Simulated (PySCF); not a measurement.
A made-up structure of CH₄GeS, singlet:

C1  (-0.638, -0.134, -0.471)
S2  (-0.350, -1.535, 0.881)
Ge3  (0.628, 0.270, 0.356)
H4  (-0.389, -0.479, -1.506)
H5  (-1.528, 0.505, -0.244)
H6  (0.328, 1.388, 1.391)
H7  (1.950, -0.015, -0.407)
(Å)

It is relaxed with PBE-D4/def2-SVP and then PBE0-D4/def2-TZVP (PySCF 2.14 with density fitting (its default auxiliary sets; JK sets also for MP2 and CCSD(T))). Atoms count as bonded within 1.22 times the sum of their covalent radii (H–H: 0.88 Å). The end point is not checked to be a true minimum.

Does its bonding change? (A judgement: the text doesn't fix the answer.)

The calculation gives: No: no bond forms or breaks.

Where it ends: The first stage lowers the energy by 2.70 eV in 11 steps. It ends as CH₄GeS ([CH2]1[S][GeH2]1):
C1  (-0.798, -0.353, -0.451)
S2  (-0.183, -1.417, 0.927)
Ge3  (0.764, 0.463, 0.328)
H4  (-0.708, -0.804, -1.434)
H5  (-1.765, 0.102, -0.263)
H6  (0.598, 1.651, 1.272)
H7  (2.103, 0.360, -0.397)
(Å)

Labels in which every atom is bracketed show which atoms are joined, not bond orders.

For scale, one of the runs: PBE0-D4/def2-TZVP relaxation, 140 basis functions, launched by `OMP_NUM_THREADS=2 python run.py`. The run took 66 s on 2 CPU threads of an Arm Neoverse V1 (shared host), with 1.3 GiB of host memory at its peak.
